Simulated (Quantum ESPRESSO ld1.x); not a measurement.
Input file for ld1.x (Quantum ESPRESSO 7.5):

```
 &input
    zed=68.0,
    iswitch=1,
    rel=1,
    dft='REVPBE',
    config='[Xe] 4f12 6s1',
    verbosity='high',
    prefix='ld1',
    max_out_wfc=37,
    file_charge='ld1.rho',
 /
```

Command: `OMP_NUM_THREADS=1 ld1.x < ld1.in > ld1.out`

Standard output:

```
     Program LD1 v.7.5 starts

     --------------------------- All-electron run ----------------------------

     scalar relativistic calculation

     atomic number is 68.00
     dft =REVPBE   lsd =0 sic =0 latt =0  beta=0.20 tr2=1.0E-14
     Exchange-correlation= REVPBE
                           (   1   4   4   4   0   0   0)
     mesh =2105 r(mesh) = 100.73490 a.u. xmin = -8.00 dx = 0.00800
     1 Ry =  13.60569312 eV, c = 137.03599908

     n l     nl                  e(Ry)          e(Ha)          e(eV)
     1 0     1S 1( 2.00)   -4217.737433290   -2108.868716645 -57385.2411907
     2 0     2S 1( 2.00)    -708.960219204    -354.480109602  -9645.8951789
     2 1     2P 1( 6.00)    -627.006413803    -313.503206901  -8530.8568524
     3 0     3S 1( 2.00)    -159.223528141     -79.611764070  -2166.3464618
     3 1     3P 1( 6.00)    -134.299889756     -67.149944878  -1827.2430865
     4 0     4S 1( 2.00)     -31.794387165     -15.897193583   -432.5846748
     4 1     4P 1( 6.00)     -23.600768305     -11.800384152   -321.1048110
     3 2     3D 1(10.00)    -103.141165383     -51.570582692  -1403.3070446
     5 0     5S 1( 2.00)      -4.298045176      -2.149022588    -58.4778837
     5 1     5P 1( 6.00)      -2.424495718      -1.212247859    -32.9869447
     4 2     4D 1(10.00)     -12.633049871      -6.316524935   -171.8813997
     4 3     4F 1(12.00)      -0.709830524      -0.354915262     -9.6577363
     6 0     6S 1( 1.00)      -0.656087766      -0.328043883     -8.9265288

     final scf error:  1.4E-15 reached in  32 iterations

     Etot =  -26172.912340 Ry,  -13086.456170 Ha, -356100.613432 eV

     Ekin =   28380.085912 Ry,   14190.042956 Ha,  386130.739722 eV
     Encl =  -64205.559407 Ry,  -32102.779703 Ha, -873561.138081 eV
     Eh   =   10208.179952 Ry,    5104.089976 Ha,  138889.363774 eV
     Exc  =    -555.618797 Ry,    -277.809399 Ha,   -7559.578848 eV

     normalization and overlap integrals

     s(1S/1S) =  1.000000  <r> =   0.0204  <r2> =    0.0006  r(max) =   0.0128
     s(1S/2S) = -0.026346
     s(1S/3S) = -0.011477
     s(1S/4S) = -0.005542
     s(1S/5S) = -0.002202
     s(1S/6S) = -0.000685
     s(2S/2S) =  1.000000  <r> =   0.0865  <r2> =    0.0088  r(max) =   0.0734
     s(2S/3S) = -0.007255
     s(2S/4S) = -0.003348
     s(2S/5S) = -0.001318
     s(2S/6S) = -0.000409
     s(2P/2P) =  1.000000  <r> =   0.0767  <r2> =    0.0072  r(max) =   0.0596
     s(2P/3P) = -0.005801
     s(2P/4P) = -0.002528
     s(2P/5P) = -0.000871
     s(3S/3S) =  1.000000  <r> =   0.2253  <r2> =    0.0580  r(max) =   0.2077
     s(3S/4S) = -0.002388
     s(3S/5S) = -0.000912
     s(3S/6S) = -0.000282
     s(3P/3P) =  1.000000  <r> =   0.2245  <r2> =    0.0584  r(max) =   0.2044
     s(3P/4P) = -0.002026
     s(3P/5P) = -0.000677
     s(4S/4S) =  1.000000  <r> =   0.5081  <r2> =    0.2915  r(max) =   0.4735
     s(4S/5S) = -0.000622
     s(4S/6S) = -0.000190
     s(4P/4P) =  1.000000  <r> =   0.5391  <r2> =    0.3307  r(max) =   0.4968
     s(4P/5P) = -0.000467
     s(3D/3D) =  1.000000  <r> =   0.2038  <r2> =    0.0487  r(max) =   0.1660
     s(3D/4D) = -0.001457
     s(5S/5S) =  1.000000  <r> =   1.2531  <r2> =    1.7697  r(max) =   1.1146
     s(5S/6S) = -0.000097
     s(5P/5P) =  1.000000  <r> =   1.4921  <r2> =    2.5387  r(max) =   1.2770
     s(4D/4D) =  1.000000  <r> =   0.5838  <r2> =    0.3958  r(max) =   0.5130
     s(4F/4F) =  1.000000  <r> =   0.8265  <r2> =    0.9463  r(max) =   0.5089
     s(6S/6S) =  1.000000  <r> =   3.6518  <r2> =   15.0561  r(max) =   3.1534

     ------------------------ End of All-electron run ------------------------
```

Run on one thread of a shared host, so times are rough (Intel(R) Xeon(R) Processor @ 2.60GHz): 0.75 s of CPU time, 2 s wall, 32 iterations on 2105 mesh points.
